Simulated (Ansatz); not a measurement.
ISn, doublet, at a GFN2-xTB geometry (such geometries of metal compounds can be far from the true shape) (the spin is typed, not shown lowest) (core potentials on I, Sn); PBE/def2-SVPD (Ansatz, a quantum-chemistry and plane-wave program).

Here is a job for Ansatz.
Ansatz 0.2 input:
```yaml
crystal:
  periodic: [false, false, false]
  atoms:
    - {symbol: Sn, position_ang: [-0.00000000, -0.00000000, -1.39442545]}
    - {symbol: I, position_ang: [0.00000000, 0.00000000, 1.31549570]}
basis:
  gaussian:
    orbitals: def2-SVPD
hamiltonian:
  xc: pbe
magnetization: {spin_polarized: true, initial_magnetization: 1}
accuracy: high
```

Task: Predict the main parts of the log of this Ansatz run.

Result: 
```
Functional definition: PBE
1535 factors; integrals over basis functions are off by at most 3.1e-9 eV
mean field evaluation 1: about -13932.3676 eV, gradient 6.6e0 eV
mean field evaluation 2: about -13929.3186 eV, gradient 2.0e1 eV
mean field evaluation 4: about -13932.7428 eV, gradient 1.1e0 eV
mean field evaluation 8: about -13932.7509 eV, gradient 1.0e-2 eV
mean field evaluation 16: about -13932.7509 eV, gradient 3.1e-6 eV
mean field evaluation 32: about -13932.6828 eV, gradient 2.3e0 eV
mean field -13932.75091064 eV, -512.0191520082 hartree, gradient 3.4e-8 eV, S^2 0.753043; 1 other end points of the search recorded, 0 dependent functions left out
reference -13932.75091379 eV, -512.0191521242 hartree; 24, 23 occupied and 43, 44 virtual orbitals, 1535 factors
Total energy: -13932.75091379 eV, -512.0191521242 hartree
```
